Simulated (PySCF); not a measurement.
## TDDFT excited states: C6H7N

Species: C6H7N.
Structure used (GFN2-xTB), in Å, numbered top down from 1:
```
atom  x, y, z in Å
N1     3.1540   -1.0906    1.6707
C2     2.5572   -0.5130    0.8854
C3     1.7834    0.1877   -0.1091
C4     0.5429   -0.6053   -0.4412
C5    -0.6666   -0.1469   -0.2419
C6    -1.5230    0.9567    0.1976
C7    -2.1144   -0.3381   -0.3273
H8     2.4056    0.3123   -1.0018
H9     1.5129    1.1727    0.2801
H10    0.7073   -1.5971   -0.8407
H11   -1.5890    1.8390   -0.4243
H12   -1.6022    1.1672    1.2552
H13   -2.5828   -0.3359   -1.3016
H14   -2.5861   -1.0090    0.3766
```

Method used: TDDFT PBE0/def2-SVPD, vertical, gas phase, core orbitals frozen in the response (PySCF).

```tsv
state	E (eV)	λ (nm)	f	|μ| (D)	main configurations (H = HOMO, L = LUMO)
S1	6.71	184.8	0.0042	0.40	H-1→L (95%)
S2	7.04	176.1	0.334	3.54	H→L (67%), H→L+1 (27%)
S3	7.21	172.0	0.146	2.31	H→L+1 (69%), H→L (24%)
S4	7.39	167.9	0.0050	0.42	H-2→L (89%)
S5	7.56	164.0	0.011	0.63	H→L+2 (85%)
S6	7.68	161.4	0.013	0.67	H-3→L (55%), H-3→L+4 (14%)
```

Triplets (Tamm–Dancoff): T1 4.40 eV, H→L (93%); T2 6.18 eV, H-1→L (90%).

The lowest singlet comes at 185 nm (647 kJ/mol) in the vacuum ultraviolet; it is very weak; its leading configuration is HOMO-1→LUMO (95%). The strongest level in the table is S2 at 7.04 eV (176 nm, f = 0.334). Löwdin shares by element: HOMO carbon 81% or more (atoms not listed hold the other 19%); LUMO carbon 64% or more (atoms not listed hold the other 36%). Weighted by f, the mean energy of these states is 7.12 eV. Orbital energies (eV): HOMO-3 -9.44, HOMO-2 -9.36, HOMO-1 -8.73, HOMO -7.84, LUMO -0.32, LUMO+1 0.50, LUMO+2 0.93. The oscillator strengths of these states sum to 0.514; summed over the whole spectrum of an exact calculation they would give the number of electrons, 50 (Thomas–Reiche–Kuhn). No computed singlet lies in the visible range (380 to 750 nm); the lowest, at 185 nm, stands 3.45 eV above its violet end (3.26 eV). Singlets were solved by full linear response, triplets in the Tamm–Dancoff approximation.

One conformer stands for the species.
